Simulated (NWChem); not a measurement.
System: C2H5FOSi2; SMILES FC=C1[SiH2]O[SiH2]1

Excerpt of the output:

```
             Northwest Computational Chemistry Package (NWChem) 7.3.0
             --------------------------------------------------------

                             Geometry "geometry" -> ""
                             -------------------------

 Output coordinates in angstroms (scale by  1.889725989 to convert to a.u.)

  No.       Tag          Charge          X              Y              Z
 ---- ---------------- ---------- -------------- -------------- --------------
    1 F                    9.0000     0.14502200    -2.77267100     0.00000000
    2 C                    6.0000    -0.72981600    -1.74374500     0.00000000
    3 C                    6.0000    -0.33422500    -0.47912200     0.00000000
    4 Si                  14.0000    -1.10522500     1.23249100     0.00000000
    5 O                    8.0000     0.45910400     1.88257700     0.00000000
    6 Si                  14.0000     1.31885500     0.41827700     0.00000000
    7 H                    1.0000    -1.75201600    -2.11759500     0.00000000
    8 H                    1.0000    -1.88259600     1.61171800    -1.20929500
    9 H                    1.0000    -1.88259600     1.61171800     1.20929500
   10 H                    1.0000     2.16392500     0.25128200     1.21061500
   11 H                    1.0000     2.16392500     0.25128200    -1.21061500

 Effective nuclear repulsion energy (a.u.)     355.5925761732

                                 NWChem DFT Module
                                 -----------------

 Summary of "ao basis" -> "ao basis" (spherical)
 ------------------------------------------------------------------------------
       Tag                 Description            Shells   Functions and Types
 ---------------- ------------------------------  ------  ---------------------
 F                         6-311++g**               10       22   5s4p1d
 C                         6-311++g**               10       22   5s4p1d
 Si                        6-311++g**               14       30   7s6p1d
 O                         6-311++g**               10       22   5s4p1d
 H                         6-311++g**                5        7   4s1p

 in cosmo_initialize ...
 calling solv_data for solv:h2o

 solvent parameters
 solvname_short: h2o
 solvname_long:  water
 dielec:       78.4000
 dielecinf:     1.7769
 aqueous SMD model solvent descriptors
 dielec:       78.4000
 sola:          0.8200

          ---------------
          -cosmo- solvent
          ---------------
 Cosmo: York-Karplus, doi: 10.1021/jp992097l
 dielectric constant -eps-     =  78.40
 screen = (eps-1)/(eps    )    =   0.98724
 surface charge correction     = lagrangian

   van der Waals surface
 --------------------------

[...]

                                COSMO-SMD solvation results
                                ---------------------------

             internal energy in gas <Psi(g)|H|Psi(g)> =      -832.873789013230
         internal energy in solvent <Psi(s)|H|Psi(s)> =      -832.872087167107
                               delta internal energy  =         0.001701846123 (    1.07 kcal/mol)
   total free energy in solvent <Psi(s)|H+V/2|Psi(s)> =      -832.882584763878
 polarization energy contribution <Psi(s)|V/2|Psi(s)> =        -0.010497596771 (   -6.59 kcal/mol)
    total free energy in solvent including G(SMD-CDS) =      -832.875437050625
                       G(SMD-CDS) energy contribution =         0.007147713253 (    4.49 kcal/mol)
     1 M fixed-concentration free energy of solvation =        -0.001648037396 (   -1.03 kcal/mol)

                       DFT Final Molecular Orbital Analysis
                       ------------------------------------

 Vector   29  Occ=2.000000D+00  E=-3.295919D-01
              MO Center=  2.0D-01,  1.1D+00, -2.8D-09, r^2= 4.0D+00
   Bfn.  Coefficient  Atom+Function         Bfn.  Coefficient  Atom+Function
  ----- ------------  ---------------      ----- ------------  ---------------
   109      0.340173   5 O  pz              105      0.308248   5 O  pz
   101      0.210202   5 O  pz              172     -0.131401  10 H  s
   179      0.131401  11 H  s               158      0.128860   8 H  s
   165     -0.128860   9 H  s               157      0.124639   8 H  s
   164     -0.124639   9 H  s               171     -0.123536  10 H  s

 Vector   30  Occ=2.000000D+00  E=-3.158703D-01
              MO Center= -1.4D-01, -9.1D-02, -4.9D-09, r^2= 3.5D+00
   Bfn.  Coefficient  Atom+Function         Bfn.  Coefficient  Atom+Function
  ----- ------------  ---------------      ----- ------------  ---------------
    55      0.294227   3 C  px               51      0.278103   3 C  px
   134     -0.185240   6 Si px               47      0.177584   3 C  px
    83      0.164776   4 Si py               36     -0.156654   2 C  s
    58      0.150558   3 C  s                88      0.143801   4 Si s
   131     -0.103753   6 Si px              140     -0.103541   6 Si s

 Vector   31  Occ=2.000000D+00  E=-2.942238D-01
              MO Center= -3.2D-01, -7.0D-01,  1.1D-09, r^2= 3.6D+00
   Bfn.  Coefficient  Atom+Function         Bfn.  Coefficient  Atom+Function
  ----- ------------  ---------------      ----- ------------  ---------------
    57      0.277094   3 C  pz               53      0.258630   3 C  pz
    31      0.237614   2 C  pz               35      0.172027   2 C  pz
     9     -0.161986   1 F  pz               49      0.161777   3 C  pz
    13     -0.153708   1 F  pz               27      0.145997   2 C  pz
     5     -0.111145   1 F  pz              157      0.105975   8 H  s

 Vector   32  Occ=0.000000D+00  E=-4.064660D-02
              MO Center= -4.2D-01, -8.1D-01,  1.7D-09, r^2= 3.9D+00
   Bfn.  Coefficient  Atom+Function         Bfn.  Coefficient  Atom+Function
  ----- ------------  ---------------      ----- ------------  ---------------
    35      0.538332   2 C  pz               57     -0.381361   3 C  pz
    31      0.314341   2 C  pz               87     -0.307032   4 Si pz
   139     -0.298934   6 Si pz               39      0.291995   2 C  pz
   172      0.267101  10 H  s               179     -0.267101  11 H  s
    61     -0.250807   3 C  pz              158     -0.246334   8 H  s

 Vector   33  Occ=0.000000D+00  E=-3.102763D-02
              MO Center=  6.8D-02,  9.1D-01,  5.7D-10, r^2= 7.8D+00
   Bfn.  Coefficient  Atom+Function         Bfn.  Coefficient  Atom+Function
  ----- ------------  ---------------      ----- ------------  ---------------
    58      2.374966   3 C  s                36     -1.619256   2 C  s
   110     -0.720648   5 O  s                60     -0.695500   3 C  py
   138      0.516429   6 Si py               86      0.383289   4 Si py
   140     -0.382495   6 Si s                38     -0.376855   2 C  py
   106     -0.371146   5 O  s               135      0.348960   6 Si py

 Vector   34  Occ=0.000000D+00  E= 2.632332D-03
              MO Center=  1.5D-01, -1.4D-01, -2.9D-09, r^2= 1.5D+01
   Bfn.  Coefficient  Atom+Function         Bfn.  Coefficient  Atom+Function
  ----- ------------  ---------------      ----- ------------  ---------------
    36      3.045482   2 C  s               152     -1.437061   7 H  s
    60      1.270059   3 C  py               59      1.142624   3 C  px
   173     -1.030322  10 H  s               180     -1.030322  11 H  s
    37     -0.924870   2 C  px              159     -0.903949   8 H  s
   166     -0.903949   9 H  s                88      0.757766   4 Si s

------------------------------------------------------------
EAF file 0: "./job.aoints.0" size=584056832 bytes
------------------------------------------------------------
               write      read    awrite     aread      wait
               -----      ----    ------     -----      ----
     calls:     1114        15         0     16695     16695
   data(b): 5.84e+08  7.86e+06  0.00e+00  8.75e+09
   time(s): 0.00e+00  0.00e+00  0.00e+00  0.00e+00  0.00e+00
rate(mb/s): 0.00e+00  0.00e+00
------------------------------------------------------------

     Multipole analysis of the density
     ---------------------------------

     L   x y z        total         alpha         beta         nuclear
     -   - - -        -----         -----         ----         -------
     0   0 0 0      0.000000    -31.000000    -31.000000     62.000000

     1   1 0 0     -0.842745     -0.794826     -0.794826      0.746907
     1   0 1 0     -0.501891     -1.657404     -1.657404      2.812918
     1   0 0 1      0.000000      0.000000      0.000000      0.000000

[...]
```

Level: PBE0/6-311++G** (spherical d), SMD on the gas-phase geometry. The geometry was optimised at B3LYP/6-31G* (spherical d). Solvent: water.

**Question.** Write an input that gives this output.

**Answer.** One answer among several that fit: the input that was run:
```
start job
memory heap 200 mb stack 900 mb global 1100 mb
geometry units angstroms noautosym nocenter noautoz
  F      0.145022    -2.772671     0.000000
  C     -0.729816    -1.743745     0.000000
  C     -0.334225    -0.479122     0.000000
  Si    -1.105225     1.232491     0.000000
  O      0.459104     1.882577     0.000000
  Si     1.318855     0.418277     0.000000
  H     -1.752016    -2.117595     0.000000
  H     -1.882596     1.611718    -1.209295
  H     -1.882596     1.611718     1.209295
  H      2.163925     0.251282     1.210615
  H      2.163925     0.251282    -1.210615
end
basis spherical
  * library 6-311++g**
end
dft
  xc pbe0
  iterations 150
  semidirect filesize 400000000
end
cosmo
  do_cosmo_smd true
  solvent water
end
task dft energy
```
